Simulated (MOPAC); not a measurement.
Input file for MOPAC: PM6 on H2OSn (SMILES [OH][SnH]), a point of a bond scan (R = 1.300 Å).

```
PM6 1SCF PRECISE CHARGE=0 THREADS=1
H2OSn

Sn    -0.18386056 1    -0.15025870 1     0.19526245 1
H     -1.45520735 1     0.01473920 1    -1.07212820 1
O      1.21528417 1     0.79939053 1    -0.86933130 1
H      0.82469927 1     1.20935962 1    -2.03979836 1
```

It printed:

```
*******************************************************************************
 **                                                                           **
 **                              MOPAC v23.2.5                                **
 **                                                                           **
 *******************************************************************************
 ** MOPAC's Digital Object Identifier: https://doi.org/10.5281/zenodo.6511958 **
 **                                                                           **
 ** Please cite the open-source release paper for use of this MOPAC version:  **
 ** J. E. Moussa and J. J. P. Stewart (2026)                                  **
 ** MOPAC: An open-source semiempirical molecular orbital program             **
 ** J. Open Source Softw., 11(119), 8025, https://doi.org/10.21105/joss.08025 **
 *******************************************************************************

                              PM6 CALCULATION RESULTS

 *******************************************************************************
 *  PM6        - The PM6 Hamiltonian to be used
 *
 *
 *
 *                 CHARGE ON SYSTEM = 0
 *
 *
 *
 *  PRECISE    - TIGHTER CRITERIA TO BE USED
 *  1SCF       - DO 1 SCF AND THEN STOP
 *  THREADS=1  - MULTI-THREADING NOT USED
 *  T=         - A TIME OF 172800.0 SECONDS REQUESTED
 *  DUMP=N     - RESTART FILE WRITTEN EVERY 7200.0 SECONDS REQUESTED
 *******************************************************************************
PM6 1SCF PRECISE CHARGE=0 THREADS=1
 H2OSn

   ATOM   CHEMICAL          X               Y               Z
  NUMBER   SYMBOL      (ANGSTROMS)     (ANGSTROMS)     (ANGSTROMS)

     1      Sn         -0.18386056  *  -0.15025870  *   0.19526245  *
     2       H         -1.45520735  *   0.01473920  *  -1.07212820  *
     3       O          1.21528417  *   0.79939053  *  -0.86933130  *
     4       H          0.82469927  *   1.20935962  *  -2.03979836  *



          CARTESIAN COORDINATES

    NO.       ATOM           X           Y           Z

     1        Sn         -0.1839     -0.1503      0.1953
     2         H         -1.4552      0.0147     -1.0721
     3         O          1.2153      0.7994     -0.8693
     4         H          0.8247      1.2094     -2.0398

 General Reference for PM6:
 "Optimization of Parameters for Semiempirical Methods V: Modification of NDDO Approximations
 and Application to 70 Elements", J. J. P. Stewart, J. Mol. Mod., 13, 1173-1213 (2007)
 URL: https://link.springer.com/article/10.1007/s00894-007-0233-4

           Empirical Formula: H2 O Sn  =     4 atoms



      MOLECULAR POINT GROUP   :   Cs


      RHF CALCULATION, NO. OF DOUBLY OCCUPIED LEVELS = 6


 -------------------------------------------------------------------------------
 PM6 1SCF PRECISE CHARGE=0 THREADS=1
 H2OSn



     1SCF WAS SPECIFIED, SO BFGS WAS NOT USED
     SCF FIELD WAS ACHIEVED


                              PM6 CALCULATION
                                                       MOPAC v23.2.5 Linux




          FINAL HEAT OF FORMATION =         21.16295 KCAL/MOL =      88.54580 KJ/MOL


          COSMO AREA              =         95.04 SQUARE ANGSTROMS
          COSMO VOLUME            =         82.31 CUBIC ANGSTROMS

          IONIZATION POTENTIAL    =          8.361736 EV
          HOMO LUMO ENERGIES (EV) =         -8.362 -0.681
          NO. OF FILLED LEVELS    =          6
          MOLECULAR WEIGHT        =        136.7052         POINT GROUP:  Cs

          MOLECULAR DIMENSIONS (Angstroms)

            Atom       Atom       Distance
            H     4   Sn     1     2.80379
            O     3    H     2     2.52928
            H     2   Sn     1     0.00000


          SCF CALCULATIONS        =          1





   ATOM   CHEMICAL          X               Y               Z
  NUMBER   SYMBOL      (ANGSTROMS)     (ANGSTROMS)     (ANGSTROMS)

     1      Sn         -0.18386056  *  -0.15025870  *   0.19526245  *
     2       H         -1.45520735  *   0.01473920  *  -1.07212820  *
     3       O          1.21528417  *   0.79939053  *  -0.86933130  *
     4       H          0.82469927  *   1.20935962  *  -2.03979836  *

                             CARTESIAN COORDINATES

   1   Sn       -0.183860560    -0.150258700     0.195262450
   2    H       -1.455207350     0.014739200    -1.072128200
   3    O        1.215284170     0.799390530    -0.869331300
   4    H        0.824699270     1.209359620    -2.039798360


           Empirical Formula: H2 O Sn  =     4 atoms



      MOLECULAR POINT GROUP   :   Cs


                  EIGENVALUES
 -25.19415 -15.65397 -14.33198 -11.08838 -10.95222  -8.36174  -0.68148   1.01625
   2.92840   3.23663


              NET ATOMIC CHARGES AND DIPOLE CONTRIBUTIONS

  ATOM NO.   TYPE          CHARGE      No. of ELECS.   s-Pop       p-Pop
    1         Sn           0.495436        3.5046     1.82596     1.67860
    2          H          -0.121141        1.1211     1.12114
    3          O          -0.725161        6.7252     1.89272     4.83244
    4          H           0.350866        0.6491     0.64913
 DIPOLE           X         Y         Z       TOTAL
 POINT-CHG.    -2.434    -1.112     0.679     2.761
 HYBRID        -0.107     1.224    -2.738     3.001
 SUM           -2.541     0.112    -2.059     3.272


          ATOMIC ORBITAL ELECTRON POPULATIONS

     Atom    s        px        py        pz
    1 Sn   1.82596   0.59090   0.25932   0.82838
    2  H   1.12114
    3  O   1.89272   1.62522   1.76747   1.43974
    4  H   0.64913

 **********************
 *                    *
 * JOB ENDED NORMALLY *
 *                    *
 **********************




 == MOPAC DONE ==
```

The run finished.

Cost: around 0.020 core-seconds (rough).
